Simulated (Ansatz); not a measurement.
Isolated molecules relaxed with PBE0-D4/def2-TZVP in Ansatz; ΔE leaves out vibrations. CCSD(T)/CBS adds triple-zeta CCSD(T) − MP2 to the extrapolated MP2 energy (def2 sets, frozen cores). For Ge outer-core shells are correlated without core-valence functions, which leaves a few kJ/mol of doubt a bond. Scalar relativity is left out up to krypton. Each species was taken in one conformer, which may not be the lowest.

Reaction (formal exchange of groups at the Al–Si bond): `F[SiH2][AlH][GeH3]` + `FCC(F)Cl` → `F[CH2][AlH][GeH3]` + `F[SiH2]C(F)Cl`

```json
{"species": "`F[SiH2][AlH][GeH3]`", "HF/def2-TZVPP energy (Eh)": "-2709.25969"}
{"species": "`FCC(F)Cl`", "HF/def2-TZVPP energy (Eh)": "-735.97964"}
{"species": "`F[CH2][AlH][GeH3]`", "HF/def2-TZVPP energy (Eh)": "-2458.12418"}
{"species": "`F[SiH2]C(F)Cl`", "HF/def2-TZVPP energy (Eh)": "-987.10534"}
```

Work out ΔE.

ΔE = (-2458.12418) + (-987.10534) − (-2709.25969) − (-735.97964) = 0.00981 Eh = +25.8 kJ/mol. CCSD(T)/CBS gives +18.5 kJ/mol.

Largest T1 diagnostic among the species: 0.012.

From PBE to PBE0 (25 % exact exchange), in def2-TZVPP and without D4, ΔE moves by +3.2 kJ/mol. In def2-TZVPP, CCSD(T) changes the Hartree–Fock value by −3.5 kJ/mol (the triples alone add −0.4 kJ/mol) and MP2 by −10.0 kJ/mol.
